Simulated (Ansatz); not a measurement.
Molecule: C2H6Cl3NSi (charge 0, singlet). 
Coordinates optimised at B3LYP-D3(BJ)/def2-TZVP (Ansatz, an electronic-structure program):
```
N
C 1 1.4579
H 2 1.0877 1 110.84
H 2 1.0938 3 108.04 1 -120.20
H 2 1.0962 3 108.46 4 -117.06
C 1 1.4579 2 113.04 3 -177.95
H 6 1.0877 1 110.84 2 177.95
H 6 1.0938 7 108.04 1 120.20
H 6 1.0962 7 108.46 8 117.06
Si 1 1.6888 2 121.76 3 22.65
Cl 10 2.0461 1 110.02 2 -161.47
Cl 10 2.0461 1 110.02 2 -40.91
Cl 10 2.0600 1 113.74 2 78.81
```
Charge 0, spin multiplicity 1.

Property: atomisation energy (electronic, to ground-state atoms), in kJ/mol. Valence correlation only, unless marked. Open shells are spin-unrestricted. Spin-orbit coupling is left out. Non-relativistic. The coupled-cluster limit lacks core correlation, which all-electron functionals hold. CBS marks a two-point X^-3 extrapolation of the correlation energy; Hartree-Fock from the larger set.

```tsv
level	program	atomisation energy (kJ/mol)
B3LYP-D4/def2-TZVPD	Ansatz + dftd4	4767.6
PBE0/STO-3G	Ansatz	5500.7
```

Question: What does CCSD(T)/CBS(cc-pV(T+d)Z,cc-pV(Q+d)Z) (Ansatz) give?

Answer: 4802.6 kJ/mol, so PBE0/STO-3G differs from it by 698.1 kJ/mol.
